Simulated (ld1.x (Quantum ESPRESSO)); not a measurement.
## niobium: one change to a TM potential, before and after

ld1.x (Quantum ESPRESSO) 7.5 input, shortened:

```
&input
   title='Nb', zed=41., rel=1, dft='PBE', iswitch=3,
   config='[Kr] 4d4 5s1 5p0'
 /
 &inputp
   pseudotype=2, tm=.true., lloc=1,
   nlcc=.false.
 /
3
5S  1  0   1.00   0.00  2.95  2.95  0.0
4D  3  2   4.00   0.00  1.45  1.45  0.0
4P  2  1   6.00   0.00  2.20  2.20  0.0
 &test
   configts(1)='4p6 4d4 5s1 5p0'
 /
```

Change: wave 4p (bound): rc 2.20 bohr becomes 4p (bound): rc 1.72 bohr.

Cutoffs: the cutoffs (Ry, on a coarse ladder) from which the occupation-weighted sum of valence levels, in a spherical-Bessel basis at the reference potential, stays within 10 and 1 mRy of its value at 400 Ry; they do not see the model core or the augmentation charge, which bear on the density cutoff. Errors are all-electron minus pseudo energies relative to the spin-unpolarised reference configuration.

Task: Predict the effect on cutoff, ghosts and configuration errors.

Result: The potential gets harder (40 Ry and 55 Ry → 45 Ry and 70 Ry); both files keep a bound ghost (s); of the 6 tests that both files solve, the error grows in 1 and shrinks in 2 by more than 15 % and 0.3 meV (median size 26.7 → 26.8 meV). A smaller radius makes the pseudo-wave follow the all-electron one further in, where it bends more sharply, so more plane waves are needed.

| quantity | base | changed |
| --- | --- | --- |
| cutoff, loose | 40 Ry | 45 Ry |
| cutoff, tight | 55 Ry | 70 Ry |
| bound ghosts | s | s |
| tests counted (converged, no solver errors) | 6 of 7 | 6 of 7 |
| error for 4p6 4d4 5s0 5p0, meV [ΔE 6.64 eV] | -8.8 | -9.0 |
| error for 4p6 4d3 5s0 5p0, meV [ΔE 20.68 eV] | +31 | +27 |
| error for 4p6 4d2 5s0 5p0, meV [ΔE 45.40 eV] | +115 | +93 |
| error for 4p6 4d1 5s0 5p0, meV [ΔE 82.31 eV] | +233 | +180 |
| error for 4p6 4d3 5s2 5p0, meV [ΔE -0.52 eV] | -22 | -27 |
| error for 4p6 4d5 5s0 5p0, meV [ΔE 1.27 eV] | -15 | -17 |
| s: phases at 3.21 bohr within 0.05 rad from the reference energy up to (Ry; the scan ends near 5) | n/a | n/a |
| p: phases at 3.21 bohr within 0.05 rad from the reference energy up to (Ry; the scan ends near 5) | -0.1 | 0.1 |
| d: phases at 3.21 bohr within 0.05 rad from the reference energy up to (Ry; the scan ends near 5) | 1.2 | 1.4 |

Base: Tests not counted: 4p6 4d4 5s0.5 5p0 (pseudo-atom not self-consistent, printed error -2.4 meV). These tests converged, but a pseudo level misses the all-electron one widely, so the file describes the atom poorly there or has found another state: 4p6 4d1 5s0 5p0: empty 5s by 7.8 eV. ld1.x printed “convergence not achieved” for 1 of the counted tests; its residual had stalled under 1e-8, short of the target of 1e-14. Changed file: Tests not counted: 4p6 4d4 5s0.5 5p0 (pseudo-atom not self-consistent, printed error -2.4 meV). These tests converged, but a pseudo level misses the all-electron one widely, so the file describes the atom poorly there or has found another state: 4p6 4d1 5s0 5p0: empty 5s by 8.2 eV. ld1.x printed “convergence not achieved” for 1 of the counted tests; its residual had stalled under 1e-8, short of the target of 1e-14. A true bound ghost makes a file unfit for plane-wave use even where its test errors are small: the radial tests pick states by their node count and pass the ghost by.
